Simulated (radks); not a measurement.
Neutral argon inside a hard spherical wall (all orbitals vanish at R), configuration held at [Ar] and not refilled when levels cross. All-electron calculation, scalar-relativistic Kohn-Sham, r2SCAN, spin-unpolarised, spherical densities, finite nucleus; meta-GGA in the generalised Kohn-Sham scheme; Fermi nuclear charge, rms radius 3.4274 fm. Program: a radial shooting solver on a logarithmic mesh with Libxc functionals. Eigenvalues in eV, with the zero of energy where the potential of the charges vanishes at infinity; a dash marks a level that is unbound or too diffuse for the functional's potential to be trusted. A positive occupied level is held by the wall or, in an anion where self-interaction has pushed it up, behind a barrier. The pressure on the wall is -dE/dV.

R (bohr),E (hartree),kinetic (hartree),e(2s),e(2p),e(3s),e(3p),"e(4s, empty)","e(4p, empty)",pressure (GPa)
free,-529.40910,532.193,-302.58,-233.24,-25.398,-10.711,-,-,0
20,-529.40910,532.193,-302.58,-233.24,-25.398,-10.711,-,-,< 0.0001
15,-529.40910,532.193,-302.58,-233.24,-25.398,-10.711,-,-,< 0.0001
10,-529.40910,532.193,-302.58,-233.24,-25.398,-10.711,0.949,2.471,< 0.0001
8,-529.40903,532.194,-302.57,-233.24,-25.392,-10.706,1.835,4.117,0.00461
7,-529.40868,532.198,-302.54,-233.21,-25.371,-10.685,2.778,5.725,0.0366
6,-529.40652,532.219,-302.42,-233.08,-25.278,-10.591,4.552,8.523,0.305
2.5,-527.33337,541.197,-278.02,-208.33,-7.841,9.216,87.693,100.24,1670
2,-523.12328,554.932,-253.43,-183.15,15.304,34.839,176.02,187.75,8550
